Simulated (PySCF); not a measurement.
(KOH)2 ring, H2K2O2.
Bonds: K1–O2, K1–O4, O2–K3, K3–O4. Hydrogens: H5 on O2; H6 on O4.

A GFN2-xTB structure was refined with PySCF 2.14.0, PBE0-D3(BJ)/def2-SVP geometry optimisation, gas phase. Its GFN2-xTB values:

```tsv
coordinate	GFN2-xTB
K1–O2	2.678 Å
O2–H5	0.964 Å
K3–O4	2.703 Å
K1–O2–K3	91.1°
K1–O2–H5	114.3°
O2–K1–O4	89.4°
K1–O2–K3–O4	3°
O2–K1–O4–K3	3°
O2–K3–O4–K1	-4°
O4–K1–O2–K3	-4°
```

Q: How do these coordinates change at the PBE0-D3(BJ)/def2-SVP level?

A: 
```json
{"coordinate": "K3–O4", "PBE0-D3(BJ)/def2-SVP (Å or °)": "2.430", "change": "-0.273"}
{"coordinate": "K1–O2", "PBE0-D3(BJ)/def2-SVP (Å or °)": "2.431", "change": "-0.247"}
{"coordinate": "O2–H5", "PBE0-D3(BJ)/def2-SVP (Å or °)": "0.961", "change": "-0.003"}
{"coordinate": "K1–O2–H5", "PBE0-D3(BJ)/def2-SVP (Å or °)": "134.7", "change": "+20.4"}
{"coordinate": "K1–O2–K3", "PBE0-D3(BJ)/def2-SVP (Å or °)": "90.6", "change": "-0.5"}
{"coordinate": "O2–K1–O4", "PBE0-D3(BJ)/def2-SVP (Å or °)": "89.4", "change": "0.0"}
{"coordinate": "O4–K1–O2–K3", "PBE0-D3(BJ)/def2-SVP (Å or °)": "0", "change": "+4"}
{"coordinate": "O2–K3–O4–K1", "PBE0-D3(BJ)/def2-SVP (Å or °)": "0", "change": "+4"}
{"coordinate": "O2–K1–O4–K3", "PBE0-D3(BJ)/def2-SVP (Å or °)": "0", "change": "-3"}
{"coordinate": "K1–O2–K3–O4", "PBE0-D3(BJ)/def2-SVP (Å or °)": "0", "change": "-3"}
```

The energy falls by 0.263 eV over 15 energy and gradient evaluations, the largest force component goes from 0.0149 to 2.7e-04 Eh/bohr, and the atoms move by 0.184 Å rms after alignment. The bond that changes most is K3–O4 (ends: potassium bonded to 2 O; oxygen bonded to 2 K and H), which shortens by 0.273 Å. Bonds longer at the end by more than 0.005 Å: 2 of 6; shorter: 2. Among the dihedrals that turn most is H5–O2–K3–O4, from 144° to 179°. Rotational constants go from 4715, 2016, 1414 to 4681, 2171, 1483 MHz.

The run used 86 basis functions and 89 SCF cycles in all. On one thread of an Arm Neoverse V2, no GPU (shared host), this took 28 s wall.

Not checked by PBE0-D3(BJ)/def2-SVP frequencies. One conformer, not necessarily the lowest.
